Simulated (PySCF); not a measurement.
**Ionisation energy of Br²⁺ by level of theory**

Br²⁺ [Ar] 3d10 4s2 4p3 (4S) → Br³⁺ [Ar] 3d10 4s2 4p2 (3P), as a difference of total energies. All numbers are calculated (PySCF 2.14, the non-relativistic Hamiltonian (point nucleus), in dyall-av2z (16s12p8d, 92 functions)). Correlated levels: valence: [Ar] 3d10 frozen; virtual orbitals above 40 to 60 times the deepest correlated orbital energy dropped. The calculations carry no spin-orbit coupling.

| method | ionisation energy (eV) | plus first-order spin-orbit estimate | difference from reference of that sum (eV) |
| --- | --- | --- | --- |
| UHF | 34.519 | 34.142 | -0.729 |
| MP2 (valence) | 34.918 | 34.541 | -0.330 |
| SCS-MP2 (valence) | 34.776 | 34.399 | -0.472 |
| CCSD (valence) | 34.857 | 34.479 | -0.392 |
| CCSD(T) (valence) | 34.862 | 34.485 | -0.386 |

Reference: 34.871 ± 0.019 eV (measured; NIST Atomic Spectra Database, ionization energies).

A first-order spin-orbit estimate (lowest level to lowest level, LS coupling) adds -0.377 eV.

These non-relativistic numbers lack the scalar-relativistic shift.

Errors of the correlated levels include the incompleteness of this basis and the frozen core.
